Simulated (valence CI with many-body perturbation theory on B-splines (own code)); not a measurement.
**Rb XXIV: electric-dipole lines**

Calculated by valence CI with perturbative core correlation (CI+MBPT): four valence electrons over a frozen Dirac-Fock core [Ne], radial functions for each j: 11 s, 11 p, 9 d, 7 f, 5 g, 2 h, 1 i, with the one-electron correlation potential Σ1, the two-electron term Σ2, the three-electron term Σ3, Breit, model QED; selected CI, second order for the rest (own B-spline code, finite nucleus).

No measured spectrum was set against this ion. As an estimate, levels of excited configurations hold to 0.05 to 0.15 % of their energy, terms of the ground configuration to about 0.5 %.

Lines 51 to 100 of 210 in falling wavelength, among levels below 196.67 eV, chosen from the strongest by gf and those to the six lowest levels. Wavelengths and rates use the calculated energies, so an error of 400 cm⁻¹ moves a line at 160.1 Å by 0.064 % and its rate by three times that or more. Electric multipoles are in the length gauge, E1 and E2 with the static RPA response of the core. Weak lines are less certain than strong ones. Lines between different terms over intervals too small for the method are left out, as are lines whose strength nearly cancels. Where a level lies close to another of its J and parity, the split of strength between their lines is uncertain. The highest levels of a list are the least certain.

Names give the largest LS component (configuration and term), which can be under half, so a name can repeat, a term be missing and a line seem to break the LS rules; names also repeat where a configuration has a term twice. Letters in brackets count levels of one name in rising energy.

| λ vac (Å) | Upper | Lower | A (s⁻¹) | S (a.u.) with core polarisation | S without |
| --- | --- | --- | --- | --- | --- |
| 160.1 | 3s 3p2 3d 3G_4 | 3s2 3p 3d 3F°_3 | 2.18e+10 | 3.97e-01 | 4.08e-01 |
| 159.6 | 3s 3p2 3d 3D_2 [b] | 3s2 3p 3d 3P°_2 [a] | 3.36e+09 | 3.37e-02 | 3.47e-02 |
| 159.5 | 3s 3p2 3d 3F_2 [b] | 3s2 3p 3d 3F°_2 | 7.93e+09 | 7.95e-02 | 8.17e-02 |
| 159.0 | 3s 3p2 3d 3G_3 | 3s2 3p 3d 3F°_2 | 9.68e+09 | 1.34e-01 | 1.38e-01 |
| 158.4 | 3s 3p2 3d 3F_2 [c] | 3s 3p3 1P°_1 | 2.35e+09 | 2.30e-02 | 2.37e-02 |
| 158.4 | 3s 3p2 3d 3D_3 [a] | 3s2 3p 3d 3F°_3 | 1.83e+09 | 2.52e-02 | 2.59e-02 |
| 157.3 | 3s 3p2 3d 3P_1 [c] | 3s2 3p 3d 3P°_2 [a] | 8.27e+09 | 4.77e-02 | 4.90e-02 |
| 156.6 | 3s 3p3 3P°_0 | 3s2 3p2 3P_1 | 1.40e+10 | 2.65e-02 | 2.73e-02 |
| 156.0 | 3s 3p2 3d 1G_4 | 3s2 3p 3d 3F°_3 | 3.35e+09 | 5.65e-02 | 5.81e-02 |
| 156.0 | 3s2 3p 3d 3D°_1 | 3s2 3p2 1S_0 | 2.39e+09 | 1.34e-02 | 1.38e-02 |
| 155.1 | 3s 3p3 1D°_2 | 3s2 3p2 3P_1 | 1.10e+07 | 1.01e-04 | 1.03e-04 |
| 154.3 | 3s2 3p 3d 3F°_3 | 3s2 3p2 1D_2 | 5.55e+07 | 7.04e-04 | 7.28e-04 |
| 154.1 | 3s 3p3 3P°_1 | 3s2 3p2 3P_1 | 1.28e+10 | 6.92e-02 | 7.11e-02 |
| 154.0 | 3s 3p2 3d 3F_3 [b] | 3s2 3p 3d 3F°_3 | 5.05e+09 | 6.38e-02 | 6.56e-02 |
| 153.4 | 3s 3p2 3d 3D_2 [c] | 3s2 3p 3d 3P°_2 [a] | 2.93e+09 | 2.61e-02 | 2.68e-02 |
| 153.1 | 3s 3p2 3d 3F_2 [c] | 3s2 3p 3d 3D°_1 | 2.31e+10 | 2.04e-01 | 2.10e-01 |
| 152.8 | 3s 3p2 3d 3P_1 [a] | 3s 3p3 3D°_2 | 4.15e+09 | 2.19e-02 | 2.25e-02 |
| 152.4 | 3p4 3P_0 | 3s 3p3 3D°_1 | 1.38e+10 | 2.42e-02 | 2.49e-02 |
| 151.9 | 3s 3p2 3d 3D_3 [a] | 3s2 3p 3d 3F°_2 | 6.09e+09 | 7.37e-02 | 7.57e-02 |
| 151.8 | 3s 3p2 3d 5D_2 [b] | 3s 3p3 3D°_3 | 3.89e+09 | 3.36e-02 | 3.45e-02 |
| 151.7 | 3s 3p2 3d 3D_2 [a] | 3s2 3p 3d 3F°_3 | 2.21e+09 | 1.90e-02 | 1.96e-02 |
| 151.0 | 3s 3p2 3d 3F_3 [c] | 3s2 3p 3d 3P°_2 [a] | 2.99e+10 | 3.56e-01 | 3.66e-01 |
| 150.8 | 3s 3p3 1P°_1 | 3s2 3p2 1S_0 | 5.98e+09 | 3.04e-02 | 3.13e-02 |
| 150.4 | 3s 3p2 3d 3F_2 [b] | 3s 3p3 3P°_2 | 2.31e+09 | 1.94e-02 | 1.99e-02 |
| 149.9 | 3s 3p2 3d 3G_3 | 3s 3p3 3P°_2 | 1.32e+10 | 1.54e-01 | 1.58e-01 |
| 147.9 | 3s 3p2 3d 3F_3 [b] | 3s2 3p 3d 3F°_2 | 5.62e+09 | 6.28e-02 | 6.45e-02 |
| 147.3 | 3s 3p2 3d 3D_3 [b] | 3s2 3p 3d 3F°_3 | 2.64e+09 | 2.91e-02 | 3.00e-02 |
| 145.8 | 3s 3p3 3P°_2 | 3s2 3p2 3P_2 | 2.03e+09 | 1.55e-02 | 1.59e-02 |
| 145.7 | 3s 3p2 3d 3D_2 [a] | 3s2 3p 3d 3F°_2 | 2.69e+09 | 2.06e-02 | 2.12e-02 |
| 145.3 | 3s 3p2 3d 5D_1 | 3s 3p3 3D°_2 | 7.11e+09 | 3.23e-02 | 3.32e-02 |
| 144.2 | 3s 3p2 3d 3D_1 [b] | 3s2 3p 3d 3F°_2 | 1.15e+10 | 5.09e-02 | 5.24e-02 |
| 143.6 | 3p4 3P_2 | 3s 3p3 5S°_2 | 6.08e+08 | 4.44e-03 | 4.56e-03 |
| 141.7 | 3s 3p2 3d 3D_1 [a] | 3s 3p3 3P°_2 | 4.90e+09 | 2.06e-02 | 2.12e-02 |
| 141.2 | 3s2 3p 3d 3P°_2 [a] | 3s2 3p2 1D_2 | 5.97e+09 | 4.14e-02 | 4.26e-02 |
| 140.4 | 3s 3p2 3d 3D_2 [c] | 3s2 3p 3d 3F°_3 | 2.53e+10 | 1.73e-01 | 1.78e-01 |
| 140.2 | 3s2 3p 3d 3D°_1 | 3s2 3p2 1D_2 | 5.26e+09 | 2.15e-02 | 2.21e-02 |
| 140.1 | 3s 3p2 3d 3D_2 [b] | 3s2 3p 3d 3F°_2 | 5.21e+09 | 3.54e-02 | 3.64e-02 |
| 140.1 | 3s 3p3 3P°_2 | 3s2 3p2 3P_1 | 2.25e+08 | 1.53e-03 | 1.57e-03 |
| 139.3 | 3s 3p2 3d 5F_1 | 3s 3p3 5S°_2 | 1.74e+08 | 6.96e-04 | 7.14e-04 |
| 138.4 | 3s 3p2 3d 3F_3 [c] | 3s2 3p 3d 3F°_3 | 3.60e+10 | 3.30e-01 | 3.39e-01 |
| 138.3 | 3s 3p2 3d 3P_1 [c] | 3s2 3p 3d 3F°_2 | 5.88e+09 | 2.31e-02 | 2.37e-02 |
| 138.1 | 3s 3p2 3d 3P_1 [b] | 3s 3p3 1D°_2 | 2.22e+10 | 8.68e-02 | 8.92e-02 |
| 138.1 | 3s2 3p 3d 3F°_2 | 3s2 3p2 3P_2 | 3.68e+09 | 2.39e-02 | 2.46e-02 |
| 137.7 | 3s 3p3 3S°_1 | 3s2 3p2 3P_2 | 7.82e+10 | 3.02e-01 | 3.11e-01 |
| 137.6 | 3s 3p2 3d 3F_2 [a] | 3s 3p3 3D°_1 | 2.76e+09 | 1.78e-02 | 1.82e-02 |
| 137.2 | 3s 3p3 3P°_1 | 3s2 3p2 3P_0 | 3.99e+09 | 1.53e-02 | 1.57e-02 |
| 136.9 | 3s 3p2 3d 3P_1 [b] | 3s 3p3 3P°_0 | 5.01e+09 | 1.90e-02 | 1.96e-02 |
| 136.7 | 3s 3p2 3d 3D_1 [b] | 3s 3p3 3P°_2 | 2.92e+10 | 1.10e-01 | 1.13e-01 |
| 136.7 | 3s2 3p 3d 3P°_1 | 3s2 3p2 1S_0 | 3.11e+08 | 1.18e-03 | 1.21e-03 |
| 136.3 | 3s 3p2 3d 5F_2 | 3s 3p3 5S°_2 | 1.80e+09 | 1.12e-02 | 1.15e-02 |
